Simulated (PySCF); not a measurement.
PySCF input file for Al(I)(Me)(OMe) (C2H6AlIO), SMILES C[O][Al]([CH3])[I], B3LYP-D3(BJ)/def2-SVP. Geometry: B3LYP-D3(BJ)/def2-SVP. The structure was generated by enumeration; whether it is a known compound was not checked. The def2 effective core potentials stand for the cores of I; spin–orbit coupling is left out. The values are those of a single conformer.

```python
import numpy as np
from pyscf import gto, scf, dft, df
from pyscf.hessian import thermo

mol = gto.M(
    atom='''
    Al    0.61638295   -1.09032113    0.00000000
    I    -0.14980191    1.28859113   -0.00000000
    C     2.49724683   -1.55862458   -0.00000000
    H     2.63687769   -2.65091994    0.00000000
    H     3.00282767   -1.14024875    0.88607999
    H     3.00282767   -1.14024876   -0.88607999
    O    -0.58528166   -2.28234427   -0.00000000
    C    -1.98143462   -2.38439185   -0.00000000
    H    -2.32554317   -2.93847415    0.89134576
    H    -2.47754383   -1.39593690    0.00000001
    H    -2.32554317   -2.93847415   -0.89134574
    ''',
    basis='def2-SVP',
    ecp={'I': 'def2-svp'},
    charge=0,
    spin=0,
    max_memory=1600,
    verbose=3,
)
mf = dft.RKS(mol, xc='b3lyp').density_fit(auxbasis='def2-universal-jkfit')
mf.disp = 'd3bj'
mf.grids.level = 3
mf.conv_tol = 1e-11
mf.max_cycle = 100
mf.kernel()

# [left out here: the lines that compute and print the analytic Hessian (its translational invariance restored by hand, since the grid's response is missing), thermochemistry and intensities]
```

Log of the run:

```
[...]
       8   H                 0.05 -0.11 -0.00   -0.05 -0.03  0.00   -0.11  0.00  0.00
       9   H                -0.21 -0.14  0.00   -0.07 -0.03 -0.00   -0.03  0.01 -0.00
      10   H                 0.05 -0.11  0.00   -0.05 -0.03 -0.00   -0.11  0.00 -0.00
Mode                                 9                  10                  11
Irrep
Freq [cm^-1]                      666.4459            703.2340            773.3773
Reduced mass [au]                   1.2830              1.6163              5.0182
Force const [Dyne/A]                0.3357              0.4709              1.7684
Char temp [K]                     958.8673           1011.7972           1112.7177
Normal mode                   x     y     z       x     y     z       x     y     z
       0  Al                 0.00 -0.00  0.05   -0.06  0.05  0.00   -0.12 -0.07 -0.00
       1   I                 0.00 -0.00 -0.00   -0.00 -0.00 -0.00    0.00  0.00 -0.00
       2   C                -0.00  0.00 -0.12    0.05 -0.13 -0.00    0.08  0.02  0.00
       3   H                -0.00  0.00  0.25    0.68 -0.04 -0.00   -0.11 -0.01  0.00
       4   H                -0.56  0.11  0.16   -0.14  0.21 -0.04    0.18 -0.12  0.01
       5   H                 0.56 -0.11  0.16   -0.14  0.21  0.04    0.18 -0.12 -0.01
       6   O                -0.00  0.00 -0.01    0.01  0.00 -0.00    0.01  0.09  0.00
       7   C                 0.00  0.00 -0.00    0.03  0.01 -0.00    0.11  0.03 -0.00
       8   H                -0.01 -0.00 -0.00    0.03  0.01 -0.00    0.15  0.00 -0.00
       9   H                 0.00 -0.00 -0.01    0.02  0.00  0.00    0.05  0.00  0.00
      10   H                 0.01  0.00 -0.00    0.03  0.01  0.00    0.15  0.00  0.00
Mode                                12                  13                  14
Irrep
Freq [cm^-1]                     1178.3521           1187.5492           1214.5787
Reduced mass [au]                   1.5770              1.2842              1.2723
Force const [Dyne/A]                1.2901              1.0671              1.1059
Char temp [K]                    1695.3863           1708.6189           1747.5084
Normal mode                   x     y     z       x     y     z       x     y     z
       0  Al                -0.01 -0.01  0.00   -0.00 -0.00 -0.00    0.00 -0.01 -0.00
       1   I                -0.00 -0.00 -0.00    0.00  0.00  0.00   -0.00  0.00  0.00
       2   C                -0.01  0.00 -0.00   -0.00 -0.00  0.00   -0.12  0.03  0.00
       3   H                 0.04  0.01 -0.00   -0.00 -0.00 -0.01    0.49  0.09 -0.00
       4   H                 0.03 -0.01 -0.01    0.01  0.00 -0.00    0.42 -0.20 -0.18
       5   H                 0.03 -0.01  0.01   -0.01 -0.00 -0.00    0.42 -0.20  0.18
       6   O                 0.09 -0.02  0.00   -0.00 -0.00 -0.05    0.03  0.02 -0.00
       7   C                -0.10  0.10 -0.00    0.00  0.00  0.12   -0.03 -0.02  0.00
       8   H                 0.28 -0.20 -0.06   -0.54 -0.13 -0.16   -0.07  0.04  0.02
       9   H                -0.58 -0.14 -0.00   -0.00 -0.00 -0.30    0.09  0.03 -0.00
      10   H                 0.28 -0.20  0.06    0.54  0.13 -0.16   -0.07  0.04 -0.02
Mode                                15                  16                  17
Irrep
Freq [cm^-1]                     1233.0603           1424.8323           1425.2753
Reduced mass [au]                   4.2404              1.0539              1.0508
Force const [Dyne/A]                3.7986              1.2606              1.2576
Char temp [K]                    1774.0993           2050.0165           2050.6538
Normal mode                   x     y     z       x     y     z       x     y     z
       0  Al                 0.03  0.02  0.00    0.00  0.00 -0.00    0.00  0.00  0.00
       1   I                -0.00  0.00 -0.00   -0.00  0.00  0.00   -0.00  0.00 -0.00
       2   C                -0.03  0.01 -0.00    0.00  0.00 -0.06    0.01  0.06  0.00
       3   H                 0.10  0.02 -0.00    0.00  0.00  0.72    0.34  0.09 -0.00
       4   H                 0.09 -0.05 -0.04    0.17 -0.43  0.06   -0.26 -0.44  0.38
       5   H                 0.09 -0.05  0.04   -0.17  0.43  0.06   -0.26 -0.44 -0.38
       6   O                -0.16 -0.07  0.00    0.00 -0.00  0.00    0.00 -0.00 -0.00
       7   C                 0.14  0.07 -0.00    0.00 -0.00  0.00    0.00 -0.00 -0.00
       8   H                 0.19 -0.10 -0.07   -0.00  0.00 -0.00   -0.01  0.00 -0.00
       9   H                -0.20 -0.09  0.00   -0.00 -0.00  0.00   -0.01 -0.00 -0.00
      10   H                 0.19 -0.10  0.07    0.00 -0.00 -0.00   -0.01  0.00  0.00
Mode                                18                  19                  20
Irrep
Freq [cm^-1]                     1475.0006           1476.8789           1481.5370
Reduced mass [au]                   1.0415              1.0482              1.1262
Force const [Dyne/A]                1.3350              1.3470              1.4564
Char temp [K]                    2122.1975           2124.8999           2131.6019
Normal mode                   x     y     z       x     y     z       x     y     z
       0  Al                -0.00 -0.00 -0.00   -0.00 -0.00  0.00   -0.00 -0.01  0.00
       1   I                 0.00  0.00 -0.00    0.00  0.00  0.00   -0.00  0.00 -0.00
       2   C                 0.00 -0.00  0.00    0.00 -0.00 -0.00    0.00 -0.00  0.00
       3   H                -0.00 -0.00 -0.00   -0.00 -0.00  0.00   -0.01 -0.00  0.00
       4   H                 0.00  0.00 -0.00    0.00  0.00 -0.00    0.01  0.01 -0.01
       5   H                -0.00 -0.00 -0.00    0.00  0.00  0.00    0.01  0.01  0.01
       6   O                 0.00  0.00 -0.01    0.01  0.02  0.00    0.03  0.01  0.00
       7   C                 0.00  0.00 -0.05    0.02  0.05  0.00    0.09 -0.00 -0.00
       8   H                -0.35  0.34  0.05   -0.28 -0.45 -0.41   -0.43  0.19 -0.07
       9   H                 0.00  0.00  0.70    0.20  0.12 -0.00   -0.57 -0.31  0.00
      10   H                 0.35 -0.34  0.05   -0.28 -0.45  0.41   -0.43  0.19  0.07
Mode                                21                  22                  23
Irrep
Freq [cm^-1]                     2987.5436           3027.1756           3062.7354
Reduced mass [au]                   1.0316              1.0347              1.1055
Force const [Dyne/A]                5.4250              5.5865              6.1098
Char temp [K]                    4298.4101           4355.4317           4406.5944
Normal mode                   x     y     z       x     y     z       x     y     z
       0  Al                 0.00  0.00  0.00   -0.00  0.00  0.00    0.00  0.00 -0.00
       1   I                 0.00 -0.00  0.00    0.00 -0.00 -0.00   -0.00  0.00 -0.00
       2   C                -0.00 -0.00  0.00    0.05 -0.01  0.00   -0.00  0.00  0.00
       3   H                 0.00  0.00  0.00   -0.05  0.53  0.00   -0.00 -0.00  0.00
       4   H                -0.00  0.00  0.00   -0.25 -0.23 -0.48   -0.00 -0.00 -0.00
       5   H                -0.00  0.00 -0.00   -0.25 -0.23  0.48   -0.00 -0.00  0.00
       6   O                -0.00 -0.00 -0.00    0.00  0.00  0.00   -0.00  0.00  0.00
       7   C                -0.04  0.01  0.00    0.00 -0.00 -0.00    0.00 -0.09 -0.00
       8   H                 0.15  0.26 -0.42    0.00  0.00 -0.00    0.13  0.21 -0.38
       9   H                 0.29 -0.60 -0.00   -0.00  0.00 -0.00   -0.30  0.62 -0.00
      10   H                 0.15  0.26  0.42    0.00  0.00  0.00    0.13  0.21  0.38
Mode                                24                  25                  26
Irrep
Freq [cm^-1]                     3070.4311           3113.8409           3131.5472
Reduced mass [au]                   1.1064              1.1000              1.1030
Force const [Dyne/A]                6.1453              6.2838              6.3729
Char temp [K]                    4417.6668           4480.1238           4505.5992
Normal mode                   x     y     z       x     y     z       x     y     z
       0  Al                -0.00 -0.00 -0.00   -0.00 -0.00 -0.00   -0.00 -0.00  0.00
       1   I                 0.00  0.00  0.00   -0.00  0.00  0.00   -0.00  0.00  0.00
       2   C                -0.00 -0.00 -0.00   -0.00 -0.00 -0.09   -0.02 -0.09  0.00
       3   H                 0.00  0.00 -0.00   -0.00  0.00 -0.02   -0.11  0.79  0.00
       4   H                -0.00  0.00  0.00    0.32  0.26  0.53    0.16  0.12  0.29
       5   H                 0.00 -0.00  0.00   -0.32 -0.26  0.53    0.16  0.12 -0.29
       6   O                 0.00 -0.00  0.00   -0.00  0.00 -0.00   -0.00  0.00  0.00
       7   C                -0.00  0.00 -0.09   -0.00 -0.00 -0.00    0.00 -0.00  0.00
       8   H                -0.19 -0.35  0.54    0.00  0.00  0.00    0.00 -0.00  0.00
       9   H                 0.00 -0.00 -0.02    0.00 -0.00  0.00   -0.00  0.00  0.00
      10   H                 0.19  0.35  0.54   -0.00 -0.00  0.00    0.00 -0.00 -0.00
temperature 298.1500 [K]
pressure 101325.00 [Pa]
Rotational constants [GHz] 2.71967 1.12591 0.80434
Symmetry number 1
Zero-point energy (ZPE) 0.07847 [Eh]   206027.684 [J/mol]
                           tot       elec      trans        rot        vib
Entropy [J/mol/K]       406.907      0.000    174.822    122.415    109.670
Cv [J/mol/K]            107.354      0.000     12.472     12.472     82.411
Cp [J/mol/K]            115.669      0.000     20.786     12.472     82.411
Internal energy [J/mol]                      3718.434   3718.434 221331.538
Internal energy [Eh]   -695.14465  -695.23178
Enthalpy [J/mol]                             6197.391   3718.434 221331.538
Enthalpy [Eh]          -695.14371
Gibbs free energy [J/mol]                  -45925.785 -32779.595 188633.305
Gibbs free energy [Eh] -695.18991
static polarisability / bohr^3: [[77.3   -4.076 -0.   ]
 [-4.083 87.521 -0.   ]
 [-0.    -0.    53.822]]
largest difference of analytic and finite-field dipole derivatives / e: 0.0013831061069748962
mode   freq/cm-1   IR/(km/mol)   Raman/(A^4/amu)   depolarisation
   1       33.99         0.105             0.015            0.750
   2       80.15         3.272             2.041            0.723
   3       83.87         0.000             0.116            0.750
   4      112.12         1.363             0.059            0.750
   5      132.55         0.663             3.452            0.546
   6      203.01        26.977             0.861            0.750
   7      236.49         9.319             1.758            0.441
   8      317.02        54.760            11.108            0.141
   9      612.53        52.510            14.430            0.127
  10      666.45        38.511             1.049            0.750
  11      703.23       112.719             2.205            0.349
  12      773.38        86.653             3.187            0.592
  13     1178.35        71.023             5.092            0.572
  14     1187.55         0.446             1.054            0.750
  15     1214.58         2.305             8.312            0.143
  16     1233.06       298.140             2.622            0.276
  17     1424.83         3.781             9.452            0.750
  18     1425.28         1.108            10.821            0.750
  19     1475.00         1.015            18.228            0.750
  20     1476.88         1.490            30.100            0.645
  21     1481.54        14.783             9.196            0.748
  22     2987.54        89.956           162.747            0.017
  23     3027.18         1.897           138.851            0.000
  24     3062.74        41.963            78.069            0.507
  25     3070.43        37.753           133.181            0.750
  26     3113.84         2.192            84.842            0.750
  27     3131.55         3.193           125.928            0.702
max |gradient| / (hartree/bohr): 0.00010282856135610896
APT charges: [ 1.4762 -0.5028 -0.4046  0.0067  0.0241  0.0241 -1.0679  0.6203 -0.065
 -0.046  -0.065 ]
```

The calculation finished and met its thresholds.

Cost: around 8 core-minutes (rough).
